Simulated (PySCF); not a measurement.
C4H11NSi, SMILES CC/N=C(\C)[SiH3]. Geometry: r2SCAN-D4/def2-SVP. The structure was generated by enumeration; whether it is a known compound was not checked. The values are those of a single conformer.

Computed equilibrium geometry at r2SCAN-D4/def2-SVP (PySCF confirms it by a frequency run) as Cartesian coordinates in Å (one conformer of several):
```xyz
17

C     -3.0567    -0.0594    -0.2281
C     -1.7272     0.6676    -0.1189
N     -0.6233    -0.2775    -0.0560
C      0.5774     0.1645     0.0468
C      0.9483     1.6305     0.1097
Si     1.9497    -1.1456     0.1215
H     -3.8972     0.6502    -0.2763
H     -3.0771    -0.6884    -1.1312
H     -3.2052    -0.7197     0.6400
H     -1.5914     1.3527    -0.9812
H     -1.7195     1.3229     0.7766
H      0.4623     2.1192     0.9725
H      2.0339     1.7859     0.1955
H      0.5956     2.1611    -0.7923
H      1.3759    -2.5159     0.0469
H      2.7282    -0.9806     1.3909
H      2.9101    -0.9263    -1.0074
```
